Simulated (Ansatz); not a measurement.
`[GaH2][CH]1CO1` + NH₃ → `NC1CO1` + `[GaH3]` at 700 K and 1 bar (substitution at a C–Ga bond).

Program: Ansatz. Geometries: PBE0-D4/def2-TZVP. ΔE: electronic, gas phase. CCSD(T)/CBS adds triple-zeta CCSD(T) − MP2 to the extrapolated MP2 energy (def2 sets, frozen cores). This one scheme is used for every species. For Ga outer-core shells are correlated without core-valence functions, which leaves a few kJ/mol of doubt a bond. Scalar relativity is left out up to krypton. Each species was taken in one conformer, which may not be the lowest.

```tsv
species	CCSD(T)/CBS energy (Eh)	H − E (kJ/mol)	S (J/(mol·K))
`[GaH2][CH]1CO1`	-2078.14528	222.7	414.6
NH₃	-56.50880	116.9	226.5
`NC1CO1`	-208.93796	251.5	356.7
`[GaH3]`	-1925.70545	80.8	262.3
```

H − E and S are ideal-gas, rigid-rotor, harmonic terms from PBE0-D4/def2-TZVP, for one conformer and one mirror image of each species. 1 Eh = 2625.50 kJ/mol, R = 8.31446 J/(mol·K).

Problem. By hand: ΔE, ΔH, ΔS and ΔG.

Solution. ΔE = (-208.93796) + (-1925.70545) − (-2078.14528) − (-56.50880) = 0.01067 Eh = 28.0 kJ/mol. Δ(H − E) = 251.5 + 80.8 − 222.7 − 116.9 = -7.3, so ΔH = 20.7 kJ/mol. ΔS = 356.7 + 262.3 − 414.6 − 226.5 = -22.1 J/(mol·K). ΔG = 20.7 − 700 × (-22.1)/1000 = 36.2 kJ/mol.

Problem. By hand: the equilibrium constant, and the temperature at which ΔG would vanish if ΔH and ΔS stayed fixed.

Solution. log₁₀ K = −ΔG/(RT ln 10) = -2.7. ΔH and −TΔS have one sign here, so there is no such temperature.

TΔS isn't small against ΔH here. A doubt of 5 kJ/mol in ΔE shifts log₁₀ K by 0.4 here. Other conformers and mirror images would add mixing entropy, several J/(mol·K) or more a flexible species. These are equilibria of isolated gas molecules and say nothing of rates. Largest T1 diagnostic: 0.013 (customary marks: 0.02 for closed shells, 0.045 for open ones).
